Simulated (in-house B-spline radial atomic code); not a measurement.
**Correlation energy from the adiabatic connection: −Z/r, Z = 0.898, wall at 0.621 bohr**

Two electrons in a singlet, external potential −Z/r, Z = 0.898, wall at 0.621 bohr (atomic units). Full CI in B-splines (partial waves to l = 8, correlation up to 0.6 % small) with the density held fixed gives W(λ) = <V_ee>_λ − U, and E_c is the integral of W(λ) − W(0) from 0 to 1.

| λ | W(λ) − W(0) (hartree) |
| --- | --- |
| 0 | 0.00000 |
| 0.02 | -0.00213 |
| 0.05 | -0.00531 |
| 0.12 | -0.01268 |
| 0.25 | -0.02612 |
| 0.4 | -0.04127 |
| 0.6 | -0.06088 |
| 0.8 | -0.07984 |
| 1 | -0.09818 |

(1) Integrate the table by the trapezoid rule.

(2) Now use only three numbers: W(0) = -2.9433, the initial slope W'(0) = -0.1066 (extrapolated from the first points) and the strong-coupling limit of the point-charge-plus-continuum model, W∞ = -3.0575. What do second-order theory and the interpolation W(λ) = W∞ + (W(0) − W∞)/√(1 + 2χλ) of Seidl, Perdew and Levy give?

Answers

(1) The strips give -0.00002, -0.00011, -0.00063, -0.00252, -0.00505, -0.01021, -0.01407, -0.01780, which sum to -0.05043 hartree. The direct value, W(1) − W(0) + T_c with T_c = 0.04771, is -0.05047; the curve is convex, so chords lie above it and the trapezoids fall short in size by 0.08 %.

(2) Second order keeps the slope alone: E_c = W'(0)/2 = -0.05330, +6 % in size against -0.05047. Matching the slope fixes χ = W'(0)/(W∞ − W(0)) = -0.1066/(-0.11420) = 0.93345. Integrating, with s = √(1 + 2χ) = 1.693192, E_c = −(W(0) − W∞)(s − 1)/(s + 1) = −0.11420 × 0.693192/2.693192 = -0.02939 hartree, -41.8 % in size against the full result. At λ = 1 the formula gives W − W(0) = -0.04675 against -0.09818. Part of the miss can come from the model's W∞, which here lies above the computed W at λ = 10, -3.49258.
